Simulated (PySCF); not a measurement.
## C₆ coefficients of unlike pairs at PBE

Calculated with PySCF 2.14 from the dipole response of each species, C₆(A,B) = (3/π) ∫ α_A(iu) α_B(iu) du, in atomic units, from isotropic polarisabilities. For ions this is the dispersion term alone; charge-induced terms of lower order in 1/R come first.

| species | configuration | basis | relativity | α (bohr³) | C₆ (like pair) |
| --- | --- | --- | --- | --- | --- |
| Cl³⁺ | [Ne] 3s2 3p2 (3P) | dyall-av2z (13s9p2d) | none | 4.318 | 11.78 |
| W⁺ | [Xe] 4f14 5d4 6s1 (6D) | aug-cc-pVTZ-PP with ECP60MDF (6s6p5d3f2g) | core potential | 35.03 | 300.1 |
| Ti³⁺ | [Ar] 3d1 (2D) | aug-cc-pVTZ with one added diffuse shell each of s, p, d, f, g type (9s8p6d4f3g) | none | 2.309 | 5.877 |
| Ti²⁺ | [Ar] 3d2 (3F) | aug-cc-pwCVTZ (10s9p7d4f3g) | none | 5.184 | 15.54 |

Estimate C₆ for Ti²⁺ with W⁺.

The integral gives 63.37. The combination rule 2 C_A C_B / (C_A α_B/α_A + C_B α_A/α_B) gives 62.42 and the geometric mean 68.29.

No spin-orbit coupling is included.

The other pairs:

```json
{"pair": "Ti³⁺, Cl³⁺", "C₆": "7.968"}
{"pair": "W⁺, Cl³⁺", "C₆": "55.72"}
{"pair": "Ti²⁺, Ti³⁺", "C₆": "9.367"}
{"pair": "Ti²⁺, Cl³⁺", "C₆": "13.41"}
{"pair": "Ti³⁺, W⁺", "C₆": "35.18"}
```
